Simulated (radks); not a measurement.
Q: These are the eigenvalues of the occupied orbitals of an atom or ion with whole-number occupations (hartree). Method: scalar-relativistic Kohn-Sham, LB94 model potential, spin-polarised, spherical densities, finite nucleus; Fermi nuclear charge, rms radius of each element as measured or else 0.836 A^(1/3) + 0.57 fm; computed with a radial shooting solver on a logarithmic mesh with Libxc functionals.

1s down: -2076.911
1s up: -2076.906
2s up: -373.2960
2s down: -373.2606
2p up: -334.4044
2p down: -334.3840
3s up: -106.9093
3s down: -106.8872
3p up: -94.99923
3p down: -94.97082
3d up: -79.95416
3d down: -79.88741
4s up: -42.56172
4s down: -42.38539
4p up: -38.35627
4p down: -38.17299
4d up: -32.76201
4d down: -32.58879

Which element is it, and in what charge state? The configuration may be excited. Open shells, if any, are filled with parallel spins first.

A: Z = 67, holmium, charge +25: Ho25+ in [Kr] 4d6. The list shows which subshells hold electrons but not how many an open one holds; the 1s level, -2076.9 hartree, gives Z - s = 64.5 by -(Z - s)^2/2, which with screening and relativity narrows Z to a few neighbours, and the depths of the outer levels then fix element, charge and occupations together.
